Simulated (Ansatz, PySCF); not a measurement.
This triplet lies 1.19 eV below the relaxed singlet at the level B3LYP/cc-pVTZ // PBE0-D3(BJ)/def2-TZVP (Ansatz, a quantum-chemistry and plane-wave program).

## CHN₂, SMILES `C(#N)[NH+]` (lower triplet) (charge 1, multiplicity 3)

Method: PBE-D3(BJ)/def2-TZVP // PBE0-D3(BJ)/def2-TZVP in PySCF 2.14.0.

| Item | Value |
|---|---|
| highest occupied spin orbital | -16.20 eV |
| total energy | -147.6277 Ha |
| cost | around 80 core-seconds (rough) |

```xyz
4

N      1.7773     0.1806     0.2118
C      0.5087     0.0517     0.0607
N     -0.6403    -0.0650    -0.0761
H     -1.6458    -0.1674    -0.1964
```
Charge +1, spin multiplicity 3.
